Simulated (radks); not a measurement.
Results of a calculation; reference values are marked as such.
Ionisation of Ir+, [Xe] 4f14 5d7 6s1, to Ir2+, [Xe] 4f14 5d7, under several functionals. Dirac Kohn-Sham, spin-unpolarised, spherical densities, finite nucleus; open shells are shared between the two j in proportion to 2j + 1; a radial shooting solver on a logarithmic mesh with Libxc functionals.

functional         E(Ir+) (hartree)  Exc (hartree)  IE (eV)  -e(HOMO) (eV)  <r> HOMO (bohr)  IE error (eV)
exchange-only LDA       -17836.1219      -330.3895   16.702         12.783            2.723         -0.298
XLYP                    -17856.1876      -350.6420   17.574         13.600            2.722         +0.574
PW91                    -17855.9212      -350.3923   17.552         13.643            2.704         +0.552

NIST Atomic Spectra Database: 17.0 eV (semi-empirical). Closest: exchange-only LDA. The Delta-SCF values span 0.87 eV, the total energies 20.07 hartree. The highest occupied level is 6s1/2. Spin polarisation and multiplet splitting are left out, so open shells lie too high by an amount that depends on their filling. Sharing an open shell by 2j + 1 raises it above the true ground level by a part of the spin-orbit splitting, which enters the differences from NIST.

Beside tabulated values, note that spin-unpolarised runs miss the spin-polarisation part of the exchange energy of open shells.
